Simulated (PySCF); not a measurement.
# Fractional electron number in Se (selenium, neutral)

The 4p beta orbital of [Ar] 3d10 4s2 4p4 is emptied in steps (occupation f), with all orbitals relaxed, ending at [Ar] 3d10 4s2 4p3. Computed with PySCF 2.14 in def2-TZVPPD (7s6p5d1f, 57 functions), with no relativity, point nucleus. The exact energy is a straight line in f; departures are measured from the line between the end points of the same method.

| f | UHF (eV) | LDA (eV) | PBE (eV) | PBE0 (eV) | r2SCAN (eV) | LC-wPBE (eV) | BHandHLYP (eV) | M06-2X (eV) | TPSS (eV) |
| --- | --- | --- | --- | --- | --- | --- | --- | --- | --- |
| 1 | 0.000 | 0.000 | 0.000 | 0.000 | 0.000 | 0.000 | 0.000 | 0.000 | 0.000 |
| 0.9 | 0.079 | -0.368 | -0.355 | -0.250 | -0.332 | -0.009 | -0.156 | -0.147 | -0.345 |
| 0.7 | 0.176 | -0.865 | -0.831 | -0.583 | -0.769 | -0.021 | -0.368 | -0.343 | -0.807 |
| 0.5 | 0.202 | -1.035 | -0.991 | -0.693 | -0.904 | -0.024 | -0.444 | -0.400 | -0.960 |
| 0.3 | 0.164 | -0.873 | -0.832 | -0.580 | -0.743 | -0.018 | -0.379 | -0.322 | -0.804 |
| 0.1 | 0.068 | -0.375 | -0.356 | -0.247 | -0.307 | -0.006 | -0.165 | -0.137 | -0.343 |
| 0 | 0.000 | 0.000 | 0.000 | 0.000 | 0.000 | 0.000 | 0.000 | 0.000 | 0.000 |

| method | E(f=0) − E(f=1) (eV) | −ε at f=1 (eV) | −ε at f=0.5 (eV) |
| --- | --- | --- | --- |
| UHF | 8.586 | 9.481 | 8.548 |
| LDA | 9.915 | 5.839 | 9.891 |
| PBE | 9.675 | 5.739 | 9.672 |
| PBE0 | 9.665 | 6.895 | 9.672 |
| r2SCAN | 9.719 | 6.021 | 9.796 |
| LC-wPBE | 9.774 | 9.670 | 9.783 |
| BHandHLYP | 9.671 | 7.949 | 9.641 |
| M06-2X | 9.616 | 7.980 | 9.675 |
| TPSS | 9.681 | 5.852 | 9.689 |

Orbital energy along the path (eV):

```tsv
f	UHF	LDA	PBE	PBE0	r2SCAN	LC-wPBE	BHandHLYP	M06-2X	TPSS
1	-9.481	-5.839	-5.739	-6.895	-6.021	-9.670	-7.949	-7.980	-5.852
0.9	-9.269	-6.629	-6.511	-7.445	-6.774	-9.690	-8.275	-8.305	-6.608
0.7	-8.887	-8.242	-8.081	-8.555	-8.291	-9.737	-8.946	-8.980	-8.142
0.5	-8.548	-9.891	-9.672	-9.672	-9.796	-9.783	-9.641	-9.675	-9.689
0.3	-8.245	-11.563	-11.266	-10.782	-11.239	-9.819	-10.362	-10.314	-11.227
0.1	-7.973	-13.247	-12.845	-11.872	-12.513	-9.835	-11.122	-10.761	-12.737
0	-7.846	-14.088	-13.623	-12.404	-13.071	-9.829	-11.523	-11.272	-13.498
```

Reference removal energy between the ground levels: 9.752 eV (measured; NIST Atomic Spectra Database, ionization energies). The calculation has no spin-orbit coupling. UHF lacks correlation.
